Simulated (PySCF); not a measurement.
A small calculation by hand: oscillator strength and radiative lifetime

GeH6O2Si, SMILES [SiH3][O][GeH2][OH].

Geometry optimised at PBE0-D3(BJ)/def2-SVP. The structure was generated by enumeration, and PubChem lists no compound with its InChIKey, so it may never have been made. The values are those of a single conformer.

TDA-LC-ωPBE/def2-SVPD in PySCF puts the first singlet state with f over 0.02 at 8.05 eV (vertical), with the transition dipole (-0.211, 0.381, 0.100) in atomic units.

Find the oscillator strength, the wavelength and the radiative lifetime that this transition would have in vacuum if emission retraced absorption.


|μ|² = 0.1997 au, so |μ| = 1.14 D. ΔE = 8.05/27.211 = 0.2958 hartree. f = (2/3) ΔE |μ|² = 0.039 (the program prints 0.039).
λ = 1239.84/8.05 = 154 nm; ν = 64928 cm⁻¹.
Einstein's coefficient A = 0.6670 ν² f s⁻¹ (ν in cm⁻¹) = 1.1e8 s⁻¹, so τ = 1/A = 9.0 ns. This state is S3; the lower singlets have f = 0.001, 0.007. The figure is the radiative limit of this one transition; relaxation, internal conversion, crossing to triplets and a medium change what is measured.
